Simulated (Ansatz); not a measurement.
## triplet O: levels of theory in one basis

A single O atom.

Basis set: cc-pVDZ (spherical functions). Left uncorrelated: 1 orbital. Correlation on ROHF uses semicanonical orbitals with singles. Charge 0, multiplicity 3.

Computed with Ansatz (development build ahead of 0.2.0); each method stands on the lowest determinant of its kind that the runs found.

```
                            method  E − E(ROHF) (eV)  <S²> of the determinant
                              ROHF              0.00                     2.00
                               UHF             -0.13                     2.00
                          ROHF-MP2             -2.90                        –
                           UHF-MP2             -2.90                     2.00
                         ROHF-CCSD             -3.31                        –
                          UHF-CCSD             -3.31                     2.00
                      ROHF-CCSD(T)             -3.33                        –
                       UHF-CCSD(T)             -3.33                     2.00
                        ROHF-CCSDT             -3.33                        –
                         UHF-CCSDT             -3.33                     2.00
                      UHF-CCSDT(Q)             -3.34                     2.00
full CI (lowest root of this spin)             -3.33                        –
```

**Question.** Is a single determinant a sound starting point here?

**Answer.** By this sign, yes. Unrestricted orbitals gain 0.13 eV and <S²> is 2.00 against 2.00 for a pure state.
